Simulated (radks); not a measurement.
Values are calculated unless marked as measured or tabulated.
Charge is removed step by step from the 5p3/2 level of I, starting from [Kr] 4d10 5s2 5p(1/2: 2, 3/2: 3). Code: a radial shooting solver on a logarithmic mesh with Libxc functionals. Model: Dirac Kohn-Sham, BLYP, spin-unpolarised, spherical densities, point nucleus.

removed (e)  E - E(0) (eV)  eigenvalue (eV)  E minus straight line (eV)
0                    0.000           -6.558                       0.000
0.1                  0.694           -7.327                      -0.362
0.2                  1.466           -8.107                      -0.646
0.3                  2.316           -8.899                      -0.851
0.4                  3.246           -9.702                      -0.977
0.5                  4.257          -10.515                      -1.022
0.6                  5.349          -11.338                      -0.985
0.7                  6.525          -12.171                      -0.865
0.8                  7.784          -13.014                      -0.662
0.9                  9.128          -13.866                      -0.374
1                   10.557          -14.727                       0.000

Removing the whole electron costs 10.557 eV by Delta-SCF, against 6.558 eV from minus the eigenvalue at the starting occupation. Slater's transition state (half an electron removed) gives 10.515 eV. Integrating minus the eigenvalue over the occupation (Janak's theorem) gives 10.557 eV. The mean slope of the eigenvalue, de/dn, is 8.17 eV per electron. Ionisation energy of I in the NIST Atomic Spectra Database: 10.451 eV (measured).

Beside tabulated values, note that spin-unpolarised runs miss the spin-polarisation part of the exchange energy of open shells.
